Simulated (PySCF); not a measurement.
Ga₂O, neutral, multiplicity 1. Atoms are numbered in the order given.

```xyz
3

Ga     0.0000     0.0000    -1.8253
O      0.0000     0.0000     0.0000
Ga     0.0000     0.0000     1.8253
```
Charge 0, spin multiplicity 1.

Coordinates come from a PBE-D3(BJ)/def2-TZVP optimisation.

Level of theory: PBE-D3(BJ)/def2-TZVP run with PySCF.

Frequencies are harmonic and unscaled.

Modes within 1.5 cm⁻¹ of each other (mostly degenerate sets) share a row, with their intensities summed.

Computed harmonic wavenumbers and intensities:
| mode | ν (cm⁻¹) | IR (km/mol) | moving atoms (share of kinetic energy) |
|---|---|---|---|
| 1–2 | 62 | 6.3 | O 90 %, Ga 10 % |
| 3 | 279 | 0.0 | Ga 100 % |
| 4 | 797 | 660.5 | O 90 %, Ga 10 % |
